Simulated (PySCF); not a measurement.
Molecule: SMILES [H]/N=C\[SiH2]C#C[SiH3], C3H7NSi2.

Geometry (Å), atoms numbered from 1 in this order:
```xyz
13

N    -2.3295    1.0002   -0.7541
C    -2.6424    0.1418    0.1288
Si   -1.4210   -0.9022    1.1484
C     0.2490   -0.4411    0.5426
C     1.3244   -0.0865    0.0751
Si    2.9435    0.4363   -0.6228
H    -1.3060    1.0561   -0.8545
H    -3.7239   -0.0026    0.3201
H    -1.5480   -0.5916    2.6027
H    -1.6586   -2.3610    0.9425
H     3.7752    1.0328    0.4610
H     2.7062    1.4471   -1.6927
H     3.6354   -0.7524   -1.1976
```

Geometry PBE0-D3(BJ)/def2-SVP throughout; GIAO in PySCF 2.14, gas phase, one conformer, non-relativistic; equivalent atoms averaged; basis pcSseg-1.

For orientation, PBE gives these absolute shieldings σ: N1 -189.9, C2 -3.1, C5 63.4, C4 70.0, Si3 417.9, H7 17.84, H8 22.21, H9/H10 26.54, H11/H12/H13 26.84 ppm.

A run gave: N1 -188.0, C2 -13.2, C5 59.6, C4 66.6, Si3 413.1, H7 18.96, H8 23.10, H9/H10 27.70, H11/H12/H13 27.92 ppm (absolute shieldings σ).

Task: Which functional was used in that run?
A. B3LYP
B. LC-wPBE
C. LDA
D. WP04

Result: D. H7 tells them apart best: WP04 gives 18.96, B3LYP gives 18.16, LC-wPBE gives 17.90, LDA gives 17.14 ppm.
